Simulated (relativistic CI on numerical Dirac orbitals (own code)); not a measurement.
Forbidden lines of Ga⁹⁺

These numbers are calculated, not measured: Dirac-Coulomb-Breit CI, KLI orbitals optimised for each configuration, model QED, unscaled Slater integrals (own radial code, finite nucleus).

Configuration list (outside the closed core [Ne]): 3s2.3p6.3d4, 3s2.3p5.3d5, 3s.3p6.3d5, 3s2.3p6.3d3.4s, 3s2.3p6.3d3.4p, 3s2.3p6.3d3.4d, 3s2.3p6.3d2.4s.4p, 3s2.3p6.3d3.4f, 3s2.3p6.3d3.5s, 3s2.3p6.3d3.5p, 3p6.3d6, 3p5.3d7, 3s2.3p6.3d2.4s2, 3s2.3p6.3d.4s2.4p, 3s2.3p6.3d.4s2.4d, 3s2.3p6.3d.4s2.4f, 3s2.3p6.3d2.4p2, 3s2.3p6.3d.4s.4p2, 3s2.3p6.3d.4p3, 3s2.3p6.3d.4p2.4d, 3s2.3p6.3d.4p2.4f, 3s2.3p6.3d2.4s.4d, 3s2.3p6.3d.4s.4p.4d, 3s2.3p6.3d.4s.4d2, 3s2.3p6.3d.4s.4d.4f. Double excitations out of closed p, d and f shells are left out; levels of such configurations are missing from the list, as are those of other unlisted configurations, and high levels can miss mixing partners.

```csv
λ vac (nm),Lower,Upper,Type,A (s⁻¹),E lower (cm⁻¹),E upper (cm⁻¹)
147.21,3s2.3p6.3d4 5D_0 [1],3s2.3p6.3d4 3D_1 [21],M1,6.87e+00,0.0,67929.2
148.60,3s2.3p6.3d4 5D_1 [2],3s2.3p6.3d4 3D_1 [21],M1,5.41e+00,635.4,67929.2
150.30,3s2.3p6.3d4 5D_1 [2],3s2.3p6.3d4 3D_2 [20],M1,5.87e+00,635.4,67169.9
152.92,3s2.3p6.3d4 5D_2 [3],3s2.3p6.3d4 3D_2 [20],M1,3.87e+00,1774.4,67169.9
154.22,3s2.3p6.3d4 5D_2 [3],3s2.3p6.3d4 3D_3 [18],M1,3.02e+00,1774.4,66617.6
156.51,3s2.3p6.3d4 5D_3 [4],3s2.3p6.3d4 3D_2 [20],M1,4.93e+00,3278.1,67169.9
157.88,3s2.3p6.3d4 5D_3 [4],3s2.3p6.3d4 3D_3 [18],M1,2.45e+00,3278.1,66617.6
162.40,3s2.3p6.3d4 5D_4 [5],3s2.3p6.3d4 3D_3 [18],M1,1.05e+01,5040.1,66617.6
190.25,3s2.3p6.3d4 5D_2 [3],3s2.3p6.3d4 3G_3 [15],M1,1.13e+00,1774.4,54336.1
192.39,3s2.3p6.3d4 5D_3 [4],3s2.3p6.3d4 3G_4 [16],M1,7.42e-01,3278.1,55257.0
195.86,3s2.3p6.3d4 5D_3 [4],3s2.3p6.3d4 3G_3 [15],M1,2.65e+00,3278.1,54336.1
199.14,3s2.3p6.3d4 5D_4 [5],3s2.3p6.3d4 3G_4 [16],M1,2.48e+00,5040.1,55257.0
206.59,3s2.3p6.3d4 5D_1 [2],3s2.3p6.3d4 3F_2 [12],M1,3.43e+00,635.4,49041.3
206.70,3s2.3p6.3d4 5D_3 [4],3s2.3p6.3d4 3P_2 [14],M1,1.88e+01,3278.1,51657.1
211.56,3s2.3p6.3d4 5D_2 [3],3s2.3p6.3d4 3F_2 [12],M1,6.10e+00,1774.4,49041.3
212.67,3s2.3p6.3d4 5D_2 [3],3s2.3p6.3d4 3F_3 [11],M1,4.45e+00,1774.4,48796.2
216.32,3s2.3p6.3d4 5D_0 [1],3s2.3p6.3d4 3P_1 [10],M1,2.69e+00,0.0,46228.7
216.47,3s2.3p6.3d4 5D_3 [4],3s2.3p6.3d4 3F_4 [13],M1,4.16e+00,3278.1,49474.5
218.52,3s2.3p6.3d4 5D_3 [4],3s2.3p6.3d4 3F_2 [12],M1,1.06e+00,3278.1,49041.3
219.69,3s2.3p6.3d4 5D_3 [4],3s2.3p6.3d4 3F_3 [11],M1,1.12e+01,3278.1,48796.2
224.95,3s2.3p6.3d4 5D_2 [3],3s2.3p6.3d4 3P_1 [10],M1,3.14e+01,1774.4,46228.7
225.05,3s2.3p6.3d4 5D_4 [5],3s2.3p6.3d4 3F_4 [13],M1,1.89e+01,5040.1,49474.5
228.54,3s2.3p6.3d4 5D_4 [5],3s2.3p6.3d4 3F_3 [11],M1,1.41e+00,5040.1,48796.2
239.31,3s2.3p6.3d4 5D_1 [2],3s2.3p6.3d4 3P_0 [6],M1,4.19e+01,635.4,42421.5
260.34,3s2.3p6.3d4 5D_4 [5],3s2.3p6.3d4 3H_4 [7],M1,7.48e-01,5040.1,43451.5
392.04,3s2.3p6.3d4 3P_0 [6],3s2.3p6.3d4 3D_1 [21],M1,2.17e+00,42421.5,67929.2
408.10,3s2.3p6.3d4 3H_4 [7],3s2.3p6.3d4 1G_4 [22],M1,3.69e+00,43451.5,67955.2
433.65,3s2.3p6.3d4 3H_5 [8],3s2.3p6.3d4 1G_4 [22],M1,5.88e+00,44895.1,67955.2
460.23,3s2.3p6.3d4 3H_5 [8],3s2.3p6.3d4 1I_6 [19],M1,3.39e+00,44895.1,66623.3
460.82,3s2.3p6.3d4 3P_1 [10],3s2.3p6.3d4 3D_1 [21],M1,3.85e+00,46228.7,67929.2
488.40,3s2.3p6.3d4 3H_6 [9],3s2.3p6.3d4 1I_6 [19],M1,4.12e+00,46148.5,66623.3
541.11,3s2.3p6.3d4 3F_4 [13],3s2.3p6.3d4 1G_4 [22],M1,1.01e+01,49474.5,67955.2
644.63,3s2.3p6.3d4 3P_2 [14],3s2.3p6.3d4 3D_2 [20],M1,1.13e+00,51657.1,67169.9
668.42,3s2.3p6.3d4 3P_2 [14],3s2.3p6.3d4 3D_3 [18],M1,1.21e+00,51657.1,66617.6
734.27,3s2.3p6.3d4 3G_3 [15],3s2.3p6.3d4 1G_4 [22],M1,2.91e+00,54336.1,67955.2
880.81,3s2.3p6.3d4 3H_5 [8],3s2.3p6.3d4 3G_5 [17],M1,1.53e+00,44895.1,56248.2
918.73,3s2.3p6.3d4 3H_4 [7],3s2.3p6.3d4 3G_3 [15],M1,7.41e-01,43451.5,54336.1
990.12,3s2.3p6.3d4 3H_6 [9],3s2.3p6.3d4 3G_5 [17],M1,1.32e+00,46148.5,56248.2
1476.3,3s2.3p6.3d4 3F_4 [13],3s2.3p6.3d4 3G_5 [17],M1,1.10e+00,49474.5,56248.2
1660.3,3s2.3p6.3d4 3H_4 [7],3s2.3p6.3d4 3F_4 [13],M1,9.11e-01,43451.5,49474.5
1729.4,3s2.3p6.3d4 3F_4 [13],3s2.3p6.3d4 3G_4 [16],M1,5.18e-01,49474.5,55257.0
1805.1,3s2.3p6.3d4 3F_3 [11],3s2.3p6.3d4 3G_3 [15],M1,1.08e+00,48796.2,54336.1
1842.2,3s2.3p6.3d4 3P_1 [10],3s2.3p6.3d4 3P_2 [14],M1,2.18e+00,46228.7,51657.1
1888.6,3s2.3p6.3d4 3F_2 [12],3s2.3p6.3d4 3G_3 [15],M1,8.60e-01,49041.3,54336.1
2626.6,3s2.3p6.3d4 3P_0 [6],3s2.3p6.3d4 3P_1 [10],M1,9.65e-01,42421.5,46228.7
```

Terms are leading LS components. Brackets give the number of a level in order of energy, since labels repeat. The list gives strong lines, with weight on those to low levels, among the lowest 200 of 2814 levels, so that lines to higher ones, which can be the strongest, are missing. Levels whose partners in the same complex of configurations lie outside the list can be far off, and so can their lines. Rates are taken at the computed energies, electric ones in the length gauge.

At this charge energies of transitions that change n are usually good to better than 1 %, and those within a shell (Δn = 0) to a few per cent. Terms inside the open d or f shell come out 10 to 20 % too wide with unscaled integrals.
